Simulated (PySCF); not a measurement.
Species: BH7N2Si.
SMILES: `NBN[SiH3]`

Torsions of this conformer, `[NH2:1][BH:2][NH:3][SiH3:4]`: N1–B2–N3–Si4 -177°, H–N1–B2–N3 -179°, H–N1–B2–N3 0°.

The closed-shell ground state was solved at several levels (PySCF, density fitting, gas phase, non-relativistic). Isolated species at its PBE0-D3(BJ)/def2-SVP geometry (one conformer only).

| level | basis functions | HOMO (eV) | LUMO (eV) | gap (eV) | dipole (D) |
| --- | --- | --- | --- | --- | --- |
| wB97X-D/def2-SVPD | 140 | -9.08 | 1.85 | 10.93 | 2.05 |
| B97-2/pcSseg-2 | 249 | -6.93 | 0.33 | 7.26 | 2.05 |

Task: What might PBE0/pcSseg-1 (110 basis functions) give for the same quantities?

Result: HOMO -7.10 eV, LUMO 0.86 eV, gap 7.96 eV, dipole 2.13 D.

Task: Over all these levels, which gives the widest orbital gap and which the narrowest?

Result: wB97X-D/def2-SVPD (range-separated hybrid) has the widest, 10.93 eV, and B97-2/pcSseg-2 (global hybrid, 21 % exact exchange) the narrowest, 7.26 eV. Functional and basis both differ between the two, so the spread mixes both effects.

Task: How far do the dipole and the HOMO energy spread over the levels?

Result: The dipole runs from 2.05 to 2.13 D (mean 2.07 D) and the HOMO from -9.08 to -6.93 eV.
